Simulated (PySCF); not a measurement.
# A small calculation by hand: oscillator strength and radiative lifetime

dimethoxyethane (C4H10O2), SMILES C(COC)OC.

Coordinates come from a r2SCAN-D4/def2-SVP optimisation. One conformer was computed; it need not be the lowest.

TDA-LC-ωPBE/def2-SVPD (PySCF) puts the first singlet state with f over 0.02 at 7.75 eV (vertical), with the transition dipole (0.214, -0.377, 0.000) in atomic units.

Question: Find the oscillator strength, the wavelength and the radiative lifetime that this transition would have in vacuum if emission retraced absorption.

Answer: 
|μ|² = 0.1879 au, so |μ| = 1.10 D. ΔE = 7.75/27.211 = 0.2848 hartree. f = (2/3) ΔE |μ|² = 0.036 (the program prints 0.036).
λ = 1239.84/7.75 = 160 nm; ν = 62508 cm⁻¹.
Einstein's coefficient A = 0.6670 ν² f s⁻¹ (ν in cm⁻¹) = 9.3e7 s⁻¹, so τ = 1/A = 11 ns. This state is S1. The figure is the radiative limit of this one transition; relaxation, internal conversion, crossing to triplets and a medium change what is measured.
